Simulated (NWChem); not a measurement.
# C$_{3}$H$_{3}$N$_{2}$, doublet; SMILES [c]1ccn[nH]1

All runs: NWChem. Spin-unrestricted. In the optimisation the excess spin sits in a' (Cs, its own frame). The geometry was optimised at PBE-D3(BJ)/def2-SVP, spin-unrestricted. No stability test was run on the SCF state. Level B3LYP/def2-SVP: single points from the atomic guess with DIIS by default; each run changes one setting, and all converged runs end within 0.3 mHa of each other. cgmin counts macro-iterations, each dearer than a DIIS step.

Which setting needs the most SCF iterations, or fails (quadratically convergent solver (cgmin); defaults; no DIIS, 40 % damping; DIIS on 20 Fock matrices; level shift of 0.5 Ha throughout; occupation smearing of 0.005 Ha)?

no DIIS, 40 % damping, which doesn't converge.
```tsv
setting	SCF iterations
defaults	12
occupation smearing of 0.005 Ha	12
quadratically convergent solver (cgmin)	5
level shift of 0.5 Ha throughout	20
DIIS on 20 Fock matrices	11
no DIIS, 40 % damping	not converged in 200
```
